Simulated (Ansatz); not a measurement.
H$_{4}$Sn (SMILES [SnH4]), singlet, at a GFN2-xTB geometry (such geometries of metal compounds can be far from the true shape) (core potentials on Sn). Base run: PBE/def2-SVP (Ansatz, an electronic-structure program).

Geometry (Å):
```xyz
5

Sn     0.0000     0.0000     0.0000
H     -1.0924     1.1269    -0.4706
H      0.2318    -1.0763    -1.2136
H     -0.5602    -0.7837     1.3255
H      1.4208     0.7330     0.3587
```
Charge 0, spin multiplicity 1.
All else is at Ansatz's defaults.

The base run was repeated with changes; each row names its change, and settings that it needs were set with it.

```csv
change,basis functions,E (Eh)
base,46,-216.62754
basis = x2c-TZVPall; relativity = spin-free X2C,84,-6178.56991
basis = ANO-RCC-VDZP; relativity = spin-free X2C,63,-6178.43063
basis = x2c-SVPall; relativity = none,56,-5893.58045
basis = ANO-RCC-VDZP; relativity = spin-free X2C; nucleus = Gaussian,63,-6178.26337
basis = x2c-TZVPall; relativity = none,84,-5909.94828
basis = x2c-SVPall; relativity = spin-free X2C,56,-6177.88281
basis = x2c-TZVPall; relativity = spin-free X2C; nucleus = Gaussian,84,-6178.42819
basis = ANO-RCC-VDZP; relativity = none,63,-5856.16811
basis = x2c-SVPall; relativity = spin-free X2C; nucleus = Gaussian,56,-6177.75711
```

Totals shift with the method and basis; they matter in differences.

Ansatz warned in this series: the basis is contracted for relativity, which the run leaves out.

Basis sets contracted for a relativistic Hamiltonian are a mismatch without it, so the rows without relativity aren't non-relativistic limits. No row has spin-orbit coupling; sets with core potentials leave out the core electrons.
